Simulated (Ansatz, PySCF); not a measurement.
Caution: the highest occupied level lies above zero, so the state may not be bound. This triplet is an excited state, 0.68 eV above the relaxed singlet at the level frozen-core CCSD(T)/aug-cc-pVDZ // B3LYP-D3(BJ)/def2-TZVPD (Ansatz, a first-principles code).

B3LYP has the VWN-RPA correlation part, as in Gaussian. 

**CH₅BN, SMILES `C[B-]N` (excited triplet) (charge -1, multiplicity 3)**

Level of theory: PySCF with B3LYP-D3(BJ)/def2-TZVPD.

```json
{
  "highest_occupied_spin_orbital": "2.05 eV",
  "total_energy": "-120.7231 Ha",
  "cost": "around 60 core-seconds (rough)"
}
```

Bonds (Å): C1–B2 1.559, C1–H4 1.097, C1–H5 1.099, C1–H6 1.099, B2–N3 1.374, N3–H7 1.022, N3–H8 1.014. Angles (°): B2–C1–H4 115.4, B2–C1–H5 109.6, B2–C1–H6 109.7, H4–C1–H5 107.8, H4–C1–H6 107.8, H5–C1–H6 106.2, C1–B2–N3 133.6, B2–N3–H7 123.1, B2–N3–H8 124.8, H7–N3–H8 112.1.
Charge -1, spin multiplicity 3.
